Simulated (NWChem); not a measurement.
Species: CdN$_{2}$H$_{4}$; SMILES [NH2][Cd][NH2]

```xyz
7

Cd     0.0000     0.0000     0.0219
N     -2.0153    -0.0477    -0.1317
H     -2.4070     0.8764    -0.3637
H     -2.4551    -0.3156     0.7599
N      2.0153     0.0477    -0.1317
H      2.4070    -0.8764    -0.3637
H      2.4551     0.3156     0.7599
```
Atoms are numbered in this order, from 1.

Geometry: optimised at PBE-D3(BJ)/def2-SVP. def2 effective core potentials on Cd; no spin-orbit coupling.

Symmetry labels are those of C2 in the frame above (b1 and b2, or b-type labels, depend on it).

### Question
List the 4 lowest vertical singlet excitations from Hartree-Fock/def2-SVP with def2 effective core potentials on Cd, CIS (NWChem).

### Answer
```tsv
state	energy (eV)	oscillator strength	symmetry	leading excitation (squared amplitude)
S1	5.95	0.148	b	HOMO → LUMO (0.60)
S2	6.10	0.076	a	HOMO−1 → LUMO (0.56)
S3	7.01	0.000	a	HOMO → LUMO+1 (0.94)
S4	7.12	0.021	b	HOMO → LUMO+2 (0.70)
```
